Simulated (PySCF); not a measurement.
# Ir (iridium, neutral) across methods

[Xe] 4f14 5d8 6s1, high-spin 4F determinant (an excited configuration). All numbers are calculated (PySCF 2.14, scalar relativity through the core potential, in aug-cc-pwCVDZ-PP with ECP60MDF (6s6p5d3f, 70 functions)).

| method | E (hartree) | mean ε 6s α (eV) | mean ε 5d α (eV) | mean ε 5d β (eV) | Σ⟨r²⟩ (bohr²) | ⟨S²⟩ |
| --- | --- | --- | --- | --- | --- | --- |
| LDA | -104.2255 | -6.264 | -6.224 | -4.894 | 53.09 | 3.751 |
| PBE | -104.4446 | -6.010 | -6.065 | -4.746 | 52.97 | 3.751 |
| wB97X | -104.3987 | -8.248 | -9.744 | -8.472 | 52.53 | 3.754 |
| BHandHLYP | -104.2815 | -7.124 | -8.740 | -7.330 | 52.52 | 3.752 |
| r2SCANh | -104.4299 | -6.552 | -6.861 | -5.323 | 52.17 | 3.751 |
| UHF | -103.61558 | -7.958 | -11.072 | -9.187 | 52.59 | 3.753 |
| BLYP | -104.3969 | -5.837 | -5.877 | -4.725 | 53.31 | 3.751 |
| PBE0 | -104.4010 | -6.663 | -7.472 | -6.038 | 52.49 | 3.751 |

Problem. Estimate the same row for r2SCAN.

Solution. E (hartree) = -104.4512; mean ε 6s α (eV) = -6.297; mean ε 5d α (eV) = -6.316; mean ε 5d β (eV) = -4.799; Σ⟨r²⟩ (bohr²) = 52.26; ⟨S²⟩ = 3.751.

Energies and moments cover only the electrons outside the core potential. Spin-orbit coupling, absent here, splits the open shell strongly.
